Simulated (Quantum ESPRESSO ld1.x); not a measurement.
One sound ld1.x (Quantum ESPRESSO 7.5) input for the praseodymium ion Pr2+ gives E = -9230.039 hartree in 29 iterations:

```
 &input
    zed=59.0,
    iswitch=1,
    rel=1,
    lsd=1,
    dft='PW',
    config='[Xe] 4f3',
    prefix='ld1',
    max_out_wfc=37,
    file_charge='ld1.rho',
 /
```

Changed or added lines, one case at a time, and what came of them:

- dft='TPSS': refused. The program stops in ld1_setup with "meta-GGA not implemented for LSDA": ld1.x has meta-GGAs only without spin and for rel = 0 or 1.
- isic=1 latt=1: refused. The program stops in ld1_readin with "isic and latter correction not allowed": the two corrections exclude each other.
- config='[Xe] 4f3 6d-1': harmless. A negative occupation marks a state as unused; the result equals that of the sound run.
- dx=0.06: inaccurate. The radial step is too large to integrate the orbitals; the run ends without a warning, but the energy is off by -0.01312 hartree against the default mesh.
- config='[Xe] 4f3 1p1': refused. The program stops in el_config with "main/angular quantum number mismatch": l must be smaller than n.
- dft='B3LPY': silently wrong. The misspelt name is read as B3LYP (index line 7 12 9 7), and as for B3LYP no exact exchange is computed, so the numbers are not those of the hybrid.
- rel=-1: refused. The program stops in ld1_readin with "wrong rel": rel takes 0, 1 or 2.
